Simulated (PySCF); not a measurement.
Isomers of C6H15NOSi.

All values: PBE0/pcSseg-1 (PySCF) at GFN2-xTB geometries, gas phase, one conformer each.

Question: Rank by dipole moment, lowest first.
A. `[CH3:1][CH:2]([CH3:3])[Si@H:4]([CH3:5])[CH2:6][C:7]([NH2:8])=[O:9]` with C1–C2–Si4–C5 -55°, C2–Si4–C6–C7 -46°, Si4–C6–C7–N8 -84°, C6–C7–N8–H 1° and 177°
B. `[H]/[N:9]=[CH:8]/[C:5]([SiH2:4][CH2:3][O:2][CH3:1])([CH3:6])[CH3:7]` with C1–O2–C3–Si4 -167°, O2–C3–Si4–C5 80°, C3–Si4–C5–C6 73°, Si4–C5–C8–N9 102°
C. `[CH3:1][CH2:2][C@@H:3]1[CH2:4][C@@H:5]([O:6][CH3:7])[Si@@H:8]1[NH2:9]` with C1–C2–C3–C4 179°, C4–C5–O6–C7 175°, C5–Si8–N9–H -166° and 57°, C2–C3–C4–C5 -108°, C3–C4–C5–O6 -133°, C4–C5–Si8–N9 122°, C2–C3–Si8–C5 107°
D. `[CH3:1]/[CH:2]=[CH:3]/[Si@H:4]([CH2:5][O:6][CH3:7])[NH:8][CH3:9]` with C2–C3–Si4–C5 -104°, C3–Si4–C5–O6 -174°, Si4–C5–O6–C7 -178°, C3–Si4–N8–C9 -60°

Answer: B (0.68 D), D (0.92 D), C (2.36 D), A (3.30 D).

Question: Rank by the lowest Hirshfeld charge on any atom, lowest value first.
A. `[CH3:1]/[CH:2]=[CH:3]/[Si@H:4]([CH2:5][O:6][CH3:7])[NH:8][CH3:9]` with C2–C3–Si4–C5 -104°, C3–Si4–C5–O6 -174°, Si4–C5–O6–C7 -178°, C3–Si4–N8–C9 -60°
B. `[NH2:1][SiH2:2][CH2:3][O:4][CH:5]1[CH2:6][CH2:7][CH2:8][CH2:9]1` with H–N1–Si2–C3 -39° and -177°, N1–Si2–C3–O4 60°, Si2–C3–O4–C5 -179°, C3–O4–C5–C6 81°, O4–C5–C6–C7 103°, C5–C6–C7–C8 35°, C6–C7–C8–C9 -42°, C7–C8–C9–C5 33°
C. `[H]/[N:9]=[CH:8]/[C:5]([SiH2:4][CH2:3][O:2][CH3:1])([CH3:6])[CH3:7]` with C1–O2–C3–Si4 -167°, O2–C3–Si4–C5 80°, C3–Si4–C5–C6 73°, Si4–C5–C8–N9 102°
D. `[CH3:1][CH:2]([CH3:3])[Si@H:4]([CH3:5])[CH2:6][C:7]([NH2:8])=[O:9]` with C1–C2–Si4–C5 -55°, C2–Si4–C6–C7 -46°, Si4–C6–C7–N8 -84°, C6–C7–N8–H 1° and 177°
E. `[CH3:1][CH2:2][C@@H:3]1[CH2:4][C@@H:5]([O:6][CH3:7])[Si@@H:8]1[NH2:9]` with C1–C2–C3–C4 179°, C4–C5–O6–C7 175°, C5–Si8–N9–H -166° and 57°, C2–C3–C4–C5 -108°, C3–C4–C5–O6 -133°, C4–C5–Si8–N9 122°, C2–C3–Si8–C5 107°

Answer: B (-0.322 e), E (-0.311 e), D (-0.291 e), A (-0.247 e), C (-0.221 e).

All values together:

```csv
SMILES,μ (D),HOMO (eV),LUMO (eV),lowest IAO charge (e),highest IAO charge (e),lowest Hirshfeld charge (e),highest Hirshfeld charge (e)
CCN[SiH2][C@H](C)C(C)=O,2.44,-6.90,-0.37,-0.677 (N),+0.899 (Si),-0.255 (O),+0.373 (Si)
[H]/N=C/C(C)(C)[SiH2]COC,0.68,-7.13,-0.02,-0.464 (N),+0.758 (Si),-0.221 (N),+0.338 (Si)
CC(C)[Si@H](C)CC(N)=O,3.30,-7.19,0.86,-0.717 (C),+0.910 (Si),-0.291 (O),+0.372 (Si)
C/C=C/[Si@H](COC)NC,0.92,-6.42,-0.05,-0.679 (N),+1.043 (Si),-0.247 (N),+0.378 (Si)
CC[C@@H]1C[C@@H](OC)[Si@@H]1N,2.36,-6.48,0.58,-0.835 (N),+0.950 (Si),-0.311 (N),+0.375 (Si)
N[SiH2]COC1CCCC1,0.82,-7.14,0.96,-0.845 (N),+0.922 (Si),-0.322 (N),+0.366 (Si)
```

Conformers: `[CH3:1][CH2:2][NH:3][SiH2:4][C@H:5]([CH3:6])[C:7]([CH3:8])=[O:9]` with C1–C2–N3–Si4 -81°, C2–N3–Si4–C5 -172°, N3–Si4–C5–C6 100°, Si4–C5–C7–C8 100°; `[H]/[N:9]=[CH:8]/[C:5]([SiH2:4][CH2:3][O:2][CH3:1])([CH3:6])[CH3:7]` with C1–O2–C3–Si4 -167°, O2–C3–Si4–C5 80°, C3–Si4–C5–C6 73°, Si4–C5–C8–N9 102°; `[CH3:1][CH:2]([CH3:3])[Si@H:4]([CH3:5])[CH2:6][C:7]([NH2:8])=[O:9]` with C1–C2–Si4–C5 -55°, C2–Si4–C6–C7 -46°, Si4–C6–C7–N8 -84°, C6–C7–N8–H 1° and 177°; `[CH3:1]/[CH:2]=[CH:3]/[Si@H:4]([CH2:5][O:6][CH3:7])[NH:8][CH3:9]` with C2–C3–Si4–C5 -104°, C3–Si4–C5–O6 -174°, Si4–C5–O6–C7 -178°, C3–Si4–N8–C9 -60°; `[CH3:1][CH2:2][C@@H:3]1[CH2:4][C@@H:5]([O:6][CH3:7])[Si@@H:8]1[NH2:9]` with C1–C2–C3–C4 179°, C4–C5–O6–C7 175°, C5–Si8–N9–H -166° and 57°, C2–C3–C4–C5 -108°, C3–C4–C5–O6 -133°, C4–C5–Si8–N9 122°, C2–C3–Si8–C5 107°; `[NH2:1][SiH2:2][CH2:3][O:4][CH:5]1[CH2:6][CH2:7][CH2:8][CH2:9]1` with H–N1–Si2–C3 -39° and -177°, N1–Si2–C3–O4 60°, Si2–C3–O4–C5 -179°, C3–O4–C5–C6 81°, O4–C5–C6–C7 103°, C5–C6–C7–C8 35°, C6–C7–C8–C9 -42°, C7–C8–C9–C5 33°.
